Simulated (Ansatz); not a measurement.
CuBrO₃H₆²⁺, that is [Cu(H2O)3Br]+ with one electron fewer. The state is a triplet with charge 2. Geometry PBE0-D4/def2-SVP, that of the charge +1 doublet; atoms count from 1.

```xyz
11

Cu   -0.309   -0.023    0.157
O    -0.441   -1.901   -0.535
H    -1.380   -2.155   -0.471
H     0.044   -2.592   -0.056
O     1.479    0.124   -0.759
H     1.773   -0.416   -1.506
H     2.206    0.705   -0.498
O    -0.070    1.861    0.800
H    -0.727    2.000    1.505
H    -0.208    2.582    0.167
Br   -2.367   -0.186    1.197
```

Question: Estimate the Mulliken populations from the PBE0/def2-TZVP orbitals of Ansatz.

Answer: 
```tsv
atom	charge (e)	spin (α − β)	d electrons
Cu1	0.53	0.65	9.41
O2	-0.46	0.10	–
H3	0.41	0.00	–
H4	0.43	0.00	–
O5	-0.55	0.05	–
H6	0.43	0.00	–
H7	0.43	0.00	–
O8	-0.46	0.10	–
H9	0.41	0.00	–
H10	0.43	0.00	–
Br11	0.41	1.11	–
```
Mulliken values depend strongly on the basis.

Question: Where does the spin sit?

Answer: Summed by element: Cu 0.65, O 0.24, H 0.00, Br 1.11, of 2 unpaired in all. Largest on single atoms: Br11 1.11, Cu1 0.65, O2 0.10.

Question: And the Mayer bond orders between heavy atoms (over 0.3)?

Answer: Cu1–O2 0.52 (2.01 Å); Cu1–O5 0.45 (2.02 Å); Cu1–O8 0.52 (2.00 Å); Cu1–Br11 0.80 (2.31 Å).
